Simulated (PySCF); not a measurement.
Isomers of C6H7FS, one GFN2-xTB conformer each. Single-point energies are computed at PBE0/pcSseg-1 (PySCF, gas phase, no added dispersion term), electronic only.

**Question.** Rank them by PBE0/pcSseg-1 energy, lowest first (kJ/mol).
A. `[CH3:1][c:2]1[cH:3][cH:4][c:5]([CH2:6][F:7])[s:8]1` with C4–C5–C6–F7 -78°
B. `[F:1]/[CH:2]=[C:3]1\[CH2:4][CH2:5][C:6](=[S:7])[CH2:8]1` with C2–C3–C4–C5 -156°, C3–C4–C5–C6 -22°, C4–C5–C6–S7 -167°, C5–C6–C8–C3 0°

**Answer.** A (0.0), B (72.0).

As drawn, the lower has an aromatic ring, which the higher lacks; the higher has a C=S bond and a C=C bond outside aromatic rings, which the lower lacks. GFN2-xTB itself gives, in the same order: 0.0, 44.4. Both levels put the same isomer lowest.

**Question.** Which frontier levels, dipoles and rotational constants go with these structures?

**Answer.** 
| SMILES | HOMO (eV, PBE0/pcSseg-1) | LUMO (eV) | dipole (D) | A, B, C (MHz) |
| --- | --- | --- | --- | --- |
| Cc1ccc(CF)s1 | -6.76 | -0.69 | 2.35 | 4268, 1075, 918.3 |
| F/C=C1\CCC(=S)C1 | -6.43 | -2.16 | 1.32 | 5432, 830.3, 735.5 |
